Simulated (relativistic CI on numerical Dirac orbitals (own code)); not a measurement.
**Energy levels of Cs IV**

Calculated at this level of theory: Dirac-Coulomb-Breit CI, orbitals from a KLI potential per configuration, a model potential for QED, valence Slater integrals scaled by 0.85, P86 correlation energy added to each configuration (own radial code, finite nucleus).

CI space (outside the closed core [Kr] 4d10): 5s2 5p4, 5s 5p5, 5s2 5p3 5d, 5p6, 5s2 5p3 5f, 5s 5p4 5d, 5s2 5p3 6s, 5s2 5p3 5g, 5s2 5p3 4f, 5s2 5p3 6p, 5s 5p4 5f, 5s2 5p3 6d, 5s2 5p3 7s, 5s2 5p2 4f 5d, 5s 5p4 5g, 5s2 5p3 7p, 5s2 5p3 7d, 5s2 5p3 8s, 5s2 5p3 6f, 5s2 5p3 8p, 5s 5p4 6s, 5s 5p4 6p, 5s 5p4 4f, 5p5 5d, 5s2 5p2 5d 5f, 5s 5p3 5d2, 5s 5p3 6s2, 5s2 5p2 5d2, 5s2 5p 5d3, 5s2 5p 5d2 5f, 5s 5p2 5d3, 5s2 5p 5d2 6s, 5s2 5p 5d2 5g, 5s2 5p2 4f2, 5s2 5p 4f2 5d, 5s2 5p 4f2 5f, 5s 5p2 4f2 5d, 5s2 5p 4f2 6s, 5s2 5p 4f2 5g. Double excitations out of closed p, d and f shells are left out; levels of such configurations are missing from the list, as are those of other unlisted configurations, and high levels can miss mixing partners. These lack a partner that the ground configuration has and come out too high: 5s2 5p3 4f, 5s2 5p3 6p, 5s 5p4 5f, 5s2 5p3 6d, 5s2 5p3 7s.

The lowest level is 5s2 5p4 3P_2, with 84 % of that term; Hund's rules for 5s2 5p4 give 3P with J = 2, in agreement.

```
No.  Configuration  Term  J  E (cm⁻¹)   %  Next component (%)      jj configuration (%)
  1        5s2 5p4    3P  2       0.0  84               13 1D              5p3/2^2 (92)
  2        5s2 5p4    3P  0    9322.9  72               25 1S              5p3/2^2 (81)
  3        5s2 5p4    3P  1   12664.0  97      1 5s 5p4 5d 3P        5p1/2 5p3/2^3 (97)
  4        5s2 5p4    1D  2   20537.9  83               13 3P        5p1/2 5p3/2^3 (91)
  5        5s2 5p4    1S  0   41699.9  71               25 3P              5p3/2^4 (80)
  6         5s 5p5   3P°  2  116018.1  74   23 5s2 5p3 5d 3P°           5s 5p3/2^3 (74)
  7         5s 5p5   3P°  1  122873.1  64   22 5s2 5p3 5d 3P°           5s 5p3/2^3 (41)
  8         5s 5p5   3P°  0  129245.3  66   24 5s2 5p3 5d 3P°     5s 5p1/2 5p3/2^4 (66)
  9     5s2 5p3 5d   5D°  3  137100.6  75              12 3D°          5p3/2 5d3/2 (35)
 10     5s2 5p3 5d   5D°  2  137323.8  72              12 3D°          5p3/2 5d3/2 (57)
 11     5s2 5p3 5d   5D°  0  137849.6  78              11 3P°          5p3/2 5d3/2 (51)
 12     5s2 5p3 5d   5D°  1  138095.3  85               6 3P°          5p3/2 5d3/2 (38)
 13     5s2 5p3 5d   5D°  4  138164.1  83              12 3F°          5p3/2 5d5/2 (55)
 14     5s2 5p3 5d   3D°  2  143245.7  43              21 3F°          5p3/2 5d5/2 (55)
 15     5s2 5p3 5d   1P°  1  143566.9  51       33 5s 5p5 1P°  5p1/2 5p3/2^2 5d5/2 (31)
 16     5s2 5p3 5d   3D°  3  148772.4  60              16 5D°  5p1/2 5p3/2^2 5d5/2 (70)
 17     5s2 5p3 5d   3D°  1  149695.4  90               5 3P°  5p1/2 5p3/2^2 5d3/2 (39)
 18     5s2 5p3 5d   3F°  2  152062.7  58              35 3D°  5p1/2 5p3/2^2 5d3/2 (78)
 19     5s2 5p3 5d   1S°  0  152581.6  81              10 3P°  5p1/2 5p3/2^2 5d3/2 (40)
 20     5s2 5p3 5d   3F°  3  153887.0  69              20 3D°  5p1/2 5p3/2^2 5d3/2 (68)
 21     5s2 5p3 5d   3F°  4  156171.5  43              37 3G°  5p1/2 5p3/2^2 5d5/2 (62)
 22     5s2 5p3 5d   3G°  3  156613.0  63              17 3F°  5p1/2 5p3/2^2 5d3/2 (29)
 23     5s2 5p3 5d   3F°  4  158869.8  71              18 3G°  5p1/2 5p3/2^2 5d5/2 (71)
 24     5s2 5p3 5d   3G°  5  162023.6  97    1 5s 5p3 5d2 3G°  5p1/2 5p3/2^2 5d5/2 (97)
 25     5s2 5p3 5d   1G°  4  162676.4  67              27 3G°  5p1/2 5p3/2^2 5d3/2 (78)
 26     5s2 5p3 5d   3D°  1  163316.0  85               4 3P°          5p3/2 5d5/2 (37)
 27     5s2 5p3 5d   1D°  2  167204.2  51              19 3F°  5p1/2 5p3/2^2 5d3/2 (53)
 28     5s2 5p3 5d   3P°  0  169869.7  75              13 1S°  5p1/2 5p3/2^2 5d5/2 (38)
 29     5s2 5p3 5d   3P°  1  169904.1  61              14 3S°  5p1/2 5p3/2^2 5d5/2 (35)
 30     5s2 5p3 5d   3D°  2  170595.5  61   11 5s2 5p3 6s 5S°  5p1/2 5p3/2^2 5d5/2 (62)
```

Energies count from the lowest computed level; ° marks odd parity. Filled j subshells are mostly left out of the jj labels.

The mean weight of the leading LS term, summed over parents, in these 30 levels is 71 %, and that of the leading jj configuration (from the same eigenvectors) 60 %, so LS coupling describes them better.

For a near-neutral ion this model can misplace configurations by up to about 10,000 cm⁻¹ (more where the count of f electrons changes) and terms by 10 to 25 % of their spread. Rates follow the energies as ν³ (E1, M1) or ν⁵ (E2), so they and the lifetimes can be off by large factors. The fine structure of a lone outer electron comes out too small, for d and f at times inverted, and misplaced configurations move strength between like terms. 36 of the 69 excited levels that our extract of the measured tables holds in this range could be paired (the sources list more); they are missed by 5619 cm⁻¹ on average and 10813 at most, and levels without a partner can miss by more.

LS names give the leading component of a level, which can be under half, so a name can repeat, a term be missing and a line seem to break the LS rules.
